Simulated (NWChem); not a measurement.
Species: PbCl cation, singlet; SMILES [Cl][Pb+]

Computed with NWChem. Low-valent species are run as closed-shell singlets; no triplet was tried in these runs. Geometry: optimised at PBE0/def2-SVP. def2 effective core potentials on Pb; no spin-orbit coupling. Vertical excitations in the gas phase; the lowest state need not have the same character in each row.

For level B3LYP/def2-SVPD, TDA:

- lowest excitation, singlet (eV) = 3.96
- orbital gap (eV) = 5.13

**Question.** What are these values for level PBE/def2-SVPD, TDA?

**Answer.** lowest excitation, singlet (eV): 3.74
orbital gap (eV): 3.74
